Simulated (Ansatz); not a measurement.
Reaction (formal exchange of groups at the Se–Si bond): `[SeH][SiH]([SeH])[SeH]` + `C/C=C\F` → `C/C=C(\F)[SeH]` + `[SeH][SiH2][SeH]`

Computed with Ansatz on PBE0-D4/def2-TZVP structures; ΔE is electronic, products minus reactants. CBS: MP2 limit from def2 TZ/QZ plus the TZ coupled-cluster correction, frozen cores. Double bonds are as drawn, so ΔE can hold a change between cis and trans. DFT in def2-TZVPP. B3LYP here is the variant with VWN-RPA as its local correlation; programs differ in this. For Se outer-core shells are correlated without core-valence functions, which leaves a few kJ/mol of doubt a bond. Scalar relativity is left out up to krypton. One conformer a species, not always the lowest.

```
             level  ΔE (kJ/mol)  difference from CCSD(T)/CBS
           PBE0-D4        109.9                         -1.0
           ωB97X-V        104.2                         -6.7
            r2SCAN        105.5                         -5.4
              PBE0        107.0                         -3.9
             B3LYP        101.9                         -9.0
    MP2/def2-TZVPP        108.5                         -2.4
SCS-MP2/def2-TZVPP        104.6                         -6.3
CCSD(T)/def2-TZVPP        103.9                         -7.0
      HF/CBS(def2)        110.0                         -0.9
     MP2/CBS(def2)        115.5                          4.6
       CCSD(T)/CBS        110.9                            0
```

Largest T1 diagnostic among the species: 0.011.

The D4 term adds +5.6 kJ/mol with B3LYP and +2.9 kJ/mol with PBE0; it sums over pairs of atoms, weighted by their polarisabilities, and B3LYP, whose exchange is more repulsive, gets the larger term. From PBE to PBE0 (25 % exact exchange), in def2-TZVPP and without D4, ΔE moves by +5.3 kJ/mol.

CCSD(T)/CBS has its own doubt, a few kJ/mol and more with outer-core shells, so smaller differences from it don't rank the levels.
